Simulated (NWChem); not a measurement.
## A calculation on H4GeSi

```xyz
6

Ge    -0.0252     0.6717     0.5612
H     -0.2546     1.5714    -0.7604
Si     0.0697    -1.2823    -0.9493
H      0.9680    -1.0813    -2.1471
H     -1.3420    -1.4532    -1.4746
H      0.4584    -2.5802    -0.2880
```
Charge 0, spin multiplicity 1.

Everything below was run with NWChem. All single points use one geometry, from PBE/def2-SVP, a minimum by its harmonic frequencies.

Symmetry labels belong to the abelian group C1 used in the runs, with the axes of the coordinates shown.

The Hamiltonian is non-relativistic. The structure started from a generated list of species.

List the lowest 4 singlet excitations that TD-PBE/def2-SVPD gives, with oscillator strengths.


| state | symmetry | energy (eV) | wavelength (nm) | f |
|---|---|---|---|---|
| 1 | a | 1.95 | 636 | 0.002 |
| 2 | a | 3.07 | 404 | 0.002 |
| 3 | a | 4.28 | 290 | 0.003 |
| 4 | a | 4.49 | 276 | 0.014 |
